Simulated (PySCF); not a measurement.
## Two-component Hartree-Fock for Pb⁵¹⁺ (lead, charge +51)

Start: [Ar] 3d10 4s2 4p1; 4p1/2 filled at m_j = +1/2. Calculated with PySCF 2.14 in an uncontracted even-tempered set (16 s from 7.7 bohr⁻², ratio 2.8; 13 p from 10 bohr⁻², ratio 2.8; 8 d from 18 bohr⁻², ratio 2.8; 4 f from 41 bohr⁻², ratio 3): generalised Hartree-Fock with the X2C-1e Hamiltonian and a Gaussian nucleus; one run each with spin-orbit coupling (SO) switched off, then screened by Boettger's factors.

| spinor shell | electrons | ε, spin-free (eV) | ε, screened SO (eV) | weight of nominal j (screened SO) | rms radius, screened SO (bohr) |
| --- | --- | --- | --- | --- | --- |
| 1s1/2 | 2 | -91328.7 | -91287.6 | 1.000 | 0.0181 |
| 2s1/2 | 2 | -18761.4 | -18747.3 | 1.000 | 0.0729 |
| 2p1/2 | 2 | -16510.1 | -18100.6 | 1.000 | 0.0616 |
| 3s1/2 | 2 | -6534.6 | -6529.0 | 1.000 | 0.184 |
| 3p1/2 | 2 | -5873.0 | -6246.9 | 1.000 | 0.175 |
| 3p3/2 | 4 | -5873.0 | -5723.5 | 1.000 | 0.191 |
| 3d3/2 | 4 | -5216.8 | -5280.8 | 1.000 | 0.165 |
| 3d5/2 | 6 | -5216.8 | -5168.9 | 1.000 | 0.169 |
| 4s1/2 | 2 | -3128.7 | -3127.0 | 1.000 | 0.382 |
| 4p1/2 | 1 | -2908.3 | -3029.2 | 1.000 | 0.369 |

(1) Where does 2p3/2 lie, and what is the 2p spin-orbit splitting (screened SO)?

```tsv
quantity	spin-free	screened SO
E (hartree)	-18910.15696	-18950.94291
M_J	1/2	1/2
⟨J²⟩	1.118	0.751
⟨L²⟩	2.002	2.084
⟨S²⟩	0.751	0.833
```

Each row is a mean over spinors that exchange with the open shell spreads, by up to 8.188 eV (3p1/2).

Breit and QED terms are absent; they matter most for the inner s and p1/2 levels.

Densities and radii are taken from the X2C orbitals without a picture-change correction, which distorts them close to the nucleus.

Without spin-orbit coupling the j labels of p, d and f shells carry no meaning; the spin-free column gives the mean over the occupied spinors of each nl shell, and its ⟨J²⟩ belongs to a mixture of degenerate components.

Answers

(1) At -15895.5 eV, 2205.1 eV above 2p1/2.
